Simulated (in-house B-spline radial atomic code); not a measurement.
Computed with a B-spline radial atomic code. Model: two electrons, singlet ground state, non-relativistic, full CI in B-splines with partial waves to l = 8 (at full coupling up to 3e-4 hartree above the limit, correlation up to 0.6 % small), density held at that of full coupling by Lieb maximisation.

W(λ) is the mean repulsion in the state of coupling λ less the Hartree energy of the fixed density. Its start is exact exchange, its initial slope is twice the second-order Görling-Levy correlation energy, and its area from 0 to 1 is E_xc. A straight curve means weak, dynamic correlation, and a curve that drops fast and flattens means strong correlation.

Command:
```bash
python run_ac.py task.json out
```
Settings (lengths in bohr, energies in hartree):
```
potential              dot
strength               0.249
lmax                   8
second                 -1
```

Time taken, with all properties: 13 s on 1 thread of Intel(R) Xeon(R) Processor @ 2.30GHz (shared host).

**W = mean repulsion less Hartree energy, and W of three functionals.**

Given: confinement charge in harmonic well; well frequency 0.249 hartree; nuclear charge -1; external potential omega^2 r^2/2 - Z/r.

Computed: LDA exchange minus exact 33.901 millihartree; SCAN exchange minus exact -6.0438 millihartree.

```csv
coupling,W xc (hartree),W xc minus exchange (millihartree),kinetic minus Kohn-Sham (millihartree),LDA (PW92) W minus its exchange (millihartree),PBE W minus its exchange (millihartree),SCAN W minus its exchange (millihartree)
0,-0.27701,0,0,0,0,0
0.02,-0.27949,-2.476,0.02,-9.07,-3.76,-1.87
0.05,?,?,?,?,?,?
0.12,-0.29058,-13.565,0.78,-31.43,-17.06,-10.14
0.25,-0.30226,-25.248,2.92,-48.85,-29.36,-19.13
0.4,-0.31279,-35.779,6.3,-63.01,-40.18,-27.74
0.6,-0.32332,-46.312,11.51,-76.88,-51.34,-37.09
0.8,?,?,?,?,?,?
1,-0.33707,-60.056,22.26,-95.78,-67.25,-50.92
1.4,-0.34551,-68.502,32.28,-108.53,-78.33,-60.64
2,-0.35345,-76.435,45.57,-121.83,-90.14,-70.74
3,-0.36106,-84.047,64.22,-136.23,-103.14,-81.12
4.5,-0.36734,-90.324,87.29,-149.55,-115.34,-89.68
7,-0.37298,-95.969,119.01,-162.63,-127.45,-96.67
10,-0.37684,-99.829,151.34,-172.03,-136.22,-100.71
```

**Question.** What belongs in the row 0.05?

**Answer.** W xc (hartree): -0.28303; W xc minus exchange (millihartree): -6.021; kinetic minus Kohn-Sham (millihartree): 0.15; LDA (PW92) W minus its exchange (millihartree): -17.56; PBE W minus its exchange (millihartree): -8.37; SCAN W minus its exchange (millihartree): -4.51.

**Question.** What belongs in the row 0.8?

**Answer.** W xc (hartree): -0.33112; W xc minus exchange (millihartree): -54.105; kinetic minus Kohn-Sham (millihartree): 16.93; LDA (PW92) W minus its exchange (millihartree): -87.39; PBE W minus its exchange (millihartree): -60.1; SCAN W minus its exchange (millihartree): -44.66.

**Question.** What is the PBE exchange minus exact?

**Answer.** 3.9784 millihartree.

**Energy parts, natural occupations and partial-wave weights.**

Computed: exchange energy -0.27701 hartree; correlation energy -0.037792 hartree; kinetic part of the DFT correlation energy 0.022263 hartree; initial slope twice GL2 -0.12604 hartree; Hartree energy 0.55402 hartree; Kohn-Sham kinetic 0.23869 hartree; Lieb Oxford ratio E_xc over LDA exchange 1.2949.

```tsv
natural	occupation of the shell (electrons)
s	1.8371
p	0.16
s	0.001294
d	0.0012416
f	?
p	0.00013994
```

**Question.** What belongs in the row f?

**Answer.** occupation of the shell (electrons): 0.000141.

```tsv
wave	weight
s	0.91919
p	?
d	0.00063626
f	7.5183e-05
g	1.6332e-05
```

**Question.** What belongs in the row p?

**Answer.** weight: 0.080071.

**Question.** What is the total energy?

**Answer.** 1.9044 hartree.

**Question.** What is the kinetic part over minus potential part?

**Answer.** 0.37071.

Half-way to full coupling W has made 68 % of its drop, against 50 % for a straight line, and second-order (GL2) theory, half the initial slope, overshoots the correlation energy by about 67 %: correlation is strong. Over couplings 0 to 1 the errors in E_xc come to about +7.0 millihartree for LDA, -0.8 millihartree for PBE, +1.3 millihartree for SCAN, so PBE is nearest. In LDA and PBE and SCAN the errors of exchange and correlation have opposite signs, so the sum is smaller than the larger of the two.
